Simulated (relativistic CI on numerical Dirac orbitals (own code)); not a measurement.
## Nb4+: calculation against measurement

Method of calculation: Dirac-Coulomb-Breit CI, separate exchange-only KLI orbitals for each configuration, a model potential for QED, valence Slater integrals scaled by 0.85, configuration energies shifted to the measured levels that pair with them (semi-empirical) (own radial code, finite nucleus).

Configuration list (outside the closed core [Ar] 3d10): 4s²4p⁶4d, 4s²4p⁶5s, 4s²4p⁶5p, 4s²4p⁶5d, 4s²4p⁶6s, 4s²4p⁶4f, 4s²4p⁵4d², 4s²4p⁶6p, 4s²4p⁴4d³, 4s²4p⁶5f, 4s²4p⁶6d, 4s²4p⁶5g, 4s²4p⁵4d4f, 4s²4p⁶6f, 4s4p⁶4d², 4s²4p⁵4d5s, 4s²4p⁵4d5p, 4s4p⁶4d4f. Levels of other configurations are missing.

```tsv
Configuration	Term (tabulated)	J	Measured (cm⁻¹)	Computed	Error	Purity (%)
4s²4p⁶4d	2D	3/2	0.0	0	0	98
4s²4p⁶4d	2D	5/2	1870.0	1787	-83	98
4s²4p⁶5s	2S	1/2	75929.0	75929	0	99
4s²4p⁶5p	2P°	1/2	129196.0	129266	70	99
4s²4p⁶5p	2P°	3/2	132800.0	132730	-70	100
4s²4p⁶5d	2D	3/2	211690.0	211694	4	100
4s²4p⁶5d	2D	5/2	212237.0	212233	-4	100
4s²4p⁶6s	2S	1/2	228500.0	228500	0	100
```

Measured levels from Moore, Atomic Energy Levels, vol. II, NSRDS-NBS 35 (1971 reprint of NBS Circular 467, 1952); pairs were made by configuration, J and term (by order where the table uses no LS term), so strongly mixed levels may be paired wrongly. The analysis dates from before 1960.

Mean error by configuration (cm⁻¹): 4s²4p⁶4d -83; 4s²4p⁶5s 0; 4s²4p⁶5p 0; 4s²4p⁶5d 0; 4s²4p⁶6s 0. Over the excited levels the mean absolute error is 33 cm⁻¹ (7 of the 7 excited levels that our extract of the source holds in range could be paired), and the median relative error of those above 1,000 cm⁻¹ is 0.0017 %, both after the shifts were fitted to these levels, so that a configuration with one level shows no error.

Configurations whose levels could be paired with our table of measured levels were shifted onto them, all but the ground configuration, by the median error of their levels; single terms can still be off by 1,000 to 2,000 cm⁻¹ or more, and rates follow the energies as ν³ (E1, M1) or ν⁵ (E2). The others borrow a shift and can be off by several thousand cm⁻¹ or more. 7 of the 7 excited levels that our extract of the measured tables holds in this range could be paired (the sources list more); they are missed by 33 cm⁻¹ on average and 83 at most, after the shifts were fitted to these levels, and levels without a partner can miss by more.

Shifts applied (cm⁻¹): 4s²4p⁶4d 0; 4s²4p⁶5s -15961; 4s²4p⁶5p -16882; 4s²4p⁶5d -15289; 4s²4p⁶6s -15738.
